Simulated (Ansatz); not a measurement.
Geometry optimisation, RHF/def2-SVP (Ansatz).

input.yaml

```yaml
crystal:
  periodic: [false, false, false]
  atoms:
    - { symbol: Ga, position_ang: [0.025966, -0.60938, -0.482249] }
    - { symbol: H, position_ang: [0.006944, -0.001217, 2.220109] }
    - { symbol: Cl, position_ang: [1.872754, 0.247517, -1.079462] }
    - { symbol: Cl, position_ang: [-1.848789, 0.211066, -1.043605] }
    - { symbol: F, position_ang: [0.050215, -2.067103, 0.419688] }
    - { symbol: H, position_ang: [0.02131, -0.692784, 2.047818] }
basis:
  gaussian: { orbitals: def2-SVP }
hamiltonian:
  xc: hf
relax:
  f_tol: 0.03
  max_steps: 50
```

Launched with:

```bash
$ ansatz run input.yaml --threads 1 --pin off --max-ram 2048MiB --backend cpu --events-out ev --progress --plain --runs-dir out
```

Task: Where does it end, and by what steps?

Result: The forces met the threshold. The force dipped under the threshold on the way, but the program's further checks kept it going. After 8 steps the energy has fallen by 0.100 eV; F5 moved furthest, 0.38 Å.

```
step  energy less start (eV)  largest force component (eV/Å)  accepted
   0                  0.0000                           1.527       yes
   1                 -0.0780                           0.316       yes
   2                 -0.0840                           0.509       yes
   3                 -0.0909                           0.326       yes
   4                 -0.0951                           0.241       yes
   5                 -0.0985                           0.020       yes
   6                 -0.0994                           0.077       yes
   7                 -0.0997                           0.062       yes
   8                 -0.1000                           0.029       yes
```

```xyz
6
Properties=species:S:1:pos:R:3
Ga 0.022 -0.683 -0.507
H 0.014 0.164 2.135
Cl 1.871 0.262 -0.941
Cl -1.853 0.215 -0.933
F 0.044 -2.291 0.117
H 0.029 -0.580 2.212
```

Time of the run: 21 s on 1 thread of Arm Neoverse V1, with other jobs on the host, peak memory 0.19 GiB.
